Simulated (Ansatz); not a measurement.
Frontier orbitals of C2H3Ga, SMILES `C#[C][GaH2]`.

| atom | x (Å) | y (Å) | z (Å) |
| --- | --- | --- | --- |
| C1 | -0.184 | 0.743 | 1.664 |
| C2 | -0.063 | 0.251 | 0.566 |
| Ga3 | 0.130 | -0.525 | -1.175 |
| H4 | -0.290 | 1.176 | 2.633 |
| H5 | 0.581 | -2.016 | -1.271 |
| H6 | -0.173 | 0.370 | -2.417 |

Charge 0, multiplicity 1. Correlated methods include outer-core shells of Ga, which these sets cover unevenly. Scalar relativity is left out up to krypton. Geometry: relaxed with PBE0-D4/def2-TZVP. Basis def2-TZVPP, Ansatz 0.2.0.

| functional | HOMO (eV) | LUMO (eV) |
| --- | --- | --- |
| BLYP | -6.61 | -2.74 |

Problem. Give HOMO and LUMO (eV) with LDA (SPW92), PBE, revPBE, r2SCAN, B97M-V, PBE0, B3LYP, r2SCANh, r2SCAN0, HSE06 (plane-wave form), BHLYP, CAM-B3LYP, LC-ωPBE, ωB97X-V, ωB97M-V, HF. (Estimate.)

Solution. The calculation gave: 
```csv
functional,HOMO,LUMO
LDA (SPW92),-6.90,-3.07
PBE,-6.76,-2.80
revPBE,-6.70,-2.68
r2SCAN,-6.99,-2.54
B97M-V,-7.01,-2.71
PBE0,-7.94,-1.98
B3LYP,-7.72,-2.26
r2SCANh,-7.44,-2.26
r2SCAN0,-8.10,-1.83
HSE06 (plane-wave form),-7.54,-2.35
BHLYP,-8.99,-1.21
CAM-B3LYP,-9.29,-1.09
LC-ωPBE,-10.70,0.10
ωB97X-V,-10.30,-0.03
ωB97M-V,-10.16,-0.23
HF,-10.63,0.90
```

B3LYP here is the variant with VWN-RPA as its local correlation; programs differ in this. LC-ωPBE has ω = 0.4 bohr⁻¹.
